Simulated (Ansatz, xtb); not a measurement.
## F2GaGeH3: where a starting geometry ends

The starting geometry of this gas-phase singlet was built from a drawn formula by distance geometry; its bonds are those of `[F][GeH]([F])[GaH2]`.

```xyz
7

F    -1.2643    1.2847    0.1121
F    -2.2715   -0.2850    2.3273
Ga    0.7336   -1.5545    1.0172
Ge   -0.8966    0.3347    1.5386
H     0.0726    1.0890    2.5126
H     0.4327   -2.7183    1.9889
H     0.3889   -2.0842   -0.4126
```

**Question.** Predict what it relaxes into with r2SCAN-D4/def2-SVP.

**Answer.** It keeps its bonds, and is `[F][GeH]([F])[GaH2]`.

The energy falls by 1.53 eV over 32 steps:

```json
{"step": "1", "E − E(last) (eV)": "1.529"}
{"step": "4", "E − E(last) (eV)": "0.022"}
{"step": "8", "E − E(last) (eV)": "0.003"}
{"step": "11", "E − E(last) (eV)": "0.003"}
{"step": "15", "E − E(last) (eV)": "0.002"}
{"step": "18", "E − E(last) (eV)": "0.001"}
{"step": "22", "E − E(last) (eV)": "0.001"}
{"step": "25", "E − E(last) (eV)": "0.000"}
{"step": "29", "E − E(last) (eV)": "0.000"}
{"step": "32", "E − E(last) (eV)": "0.000"}
```

Final geometry (Å):

```xyz
7

F    -0.7084    1.3729    0.2733
F    -2.4613   -0.0663    1.8386
Ga    0.3027   -1.8038    0.9725
Ge   -0.7616    0.2968    1.6489
H    -0.3908    1.1708    2.8629
H     1.3921   -2.4815    1.8647
H    -0.1775   -2.4226   -0.3767
```

From the same start GFN2-xTB ends elsewhere, differing in F1–Ga3 (1.97 against 3.41 Å here), F2–Ga3 (1.96 against 3.38 Å here), Ga3–Ge4 (3.24 against 2.45 Å here).

No frequencies were run, so the end isn't proven a minimum. Run with Ansatz 0.2.0, 2.1 min on 1 thread of Intel(R) Xeon(R) Processor @ 2.70GHz, with other jobs on the host.
